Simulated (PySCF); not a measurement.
Se(SH)(SMe) (CH4S2Se), SMILES CS[Se]S. Heavy atoms are numbered as in [Se:1]([SH:2])[S:4][CH3:5]. Hydrogens are named by the atom that carries them.

The structure is a stationary point at PBE-D3(BJ)/def2-SVP. The structure was generated by enumeration, and PubChem lists no compound with its InChIKey, so it may never have been made. The values are those of a single conformer.

All values below come from HF/pcSseg-1 run with PySCF.

GIAO shieldings, no solvent; atoms alike by connectivity are averaged. δ = σ(ref) − σ: ⁷⁷Se against Me2Se (σ = 1942.8 ppm); ³³S against H2S (σ = 725.2 ppm); ¹H against TMS (σ = 31.99 ppm); ¹³C against TMS (σ = 192.6 ppm), references at their B3LYP-D3(BJ)/def2-TZVP geometries, non-relativistic.

```
atoms     nucleus  count     δ (ppm)
--------  -------  -----  ----------
Se1          ⁷⁷Se      1       673.6
S4            ³³S      1       239.2
S2 (SH)       ³³S      1  (withheld)
H on S2        ¹H      1        4.20
H on C5        ¹H      3  (withheld)
C5 (CH3)      ¹³C      1  (withheld)
```

Problem. Fill in the missing entries. (An estimate is asked for; the answer gives what the named calculation found.)

Solution. 
- C5 (CH3), δ (ppm): 27.5
- S2 (SH), δ (ppm): 167.6
- H on C5, δ (ppm): 2.94
